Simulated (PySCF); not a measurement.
# Correlation energy of Ta (tantalum, neutral)

[Xe] 4f14 5d3 6s1 7s1, high-spin 6F determinant (an excited configuration). Computed with PySCF 2.14 in aug-cc-pVTZ-PP with one added diffuse shell each of s, p, d, f, g type with ECP60MDF (7s7p6d4f3g, 113 functions), with a scalar-relativistic core potential. Frozen: 5s2 5p6; 5 electrons correlated.

MP2 pair energies summed by pair of shells (mhartree):

```json
{"pair": "5d-5d", "energy": "-14.25", "share (%)": "46.4"}
{"pair": "5d-6s", "energy": "-12.95", "share (%)": "42.1"}
{"pair": "5d-7s", "energy": "-1.85", "share (%)": "6.0"}
{"pair": "6s-7s", "energy": "-1.68", "share (%)": "5.5"}
```

Total MP2 correlation energy: -30.73 mhartree.

Same-spin part -30.73 and opposite-spin part 0.00 mhartree; SCS-MP2 scales them by 1/3 and 6/5 to -10.24 mhartree.
